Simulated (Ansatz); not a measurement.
`CNC1C[SiH2]1` and `CC1C[SiH2]1` differ in one atom or group.

Ansatz, PBE0-D4/def2-TZVP geometries, multiplicity 1. Each molecule was computed in one conformer, which needn't be the lowest.

```
                                      property  `CNC1C[SiH2]1`
          HOMO–LUMO gap (PBE0/def2-TZVPP) / eV            6.53
size of the dipole moment (PBE/def2-TZVPP) / D            0.88
         LUMO energy (ωB97M-V/def2-TZVPP) / eV            1.86
         HOMO energy (ωB97M-V/def2-TZVPP) / eV           -8.53
             HOMO energy (PBE/def2-TZVPP) / eV           -5.00
           HOMO–LUMO gap (PBE/def2-TZVPP) / eV            4.45
```

Question: What does the change do to each property? (Best estimate.)

Answer: Ansatz gave: 
```csv
property,`CC1C[SiH2]1`,shift
HOMO–LUMO gap (PBE0/def2-TZVPP) / eV,7.00,0.47
size of the dipole moment (PBE/def2-TZVPP) / D,0.35,-0.53
LUMO energy (ωB97M-V/def2-TZVPP) / eV,1.93,0.07
HOMO energy (ωB97M-V/def2-TZVPP) / eV,-8.84,-0.31
HOMO energy (PBE/def2-TZVPP) / eV,-5.60,-0.60
HOMO–LUMO gap (PBE/def2-TZVPP) / eV,5.10,0.65
```

With PBE0 the HOMO falls by 0.41 eV and the LUMO rises by 0.05 eV, so the gap widens by about 0.46 eV. PBE moves the HOMO by -0.60 eV and ωB97M-V by -0.31 eV. The zero-point energy changes by -45.6 kJ/mol with -6 modes. Dipoles are sizes alone; their direction can turn.
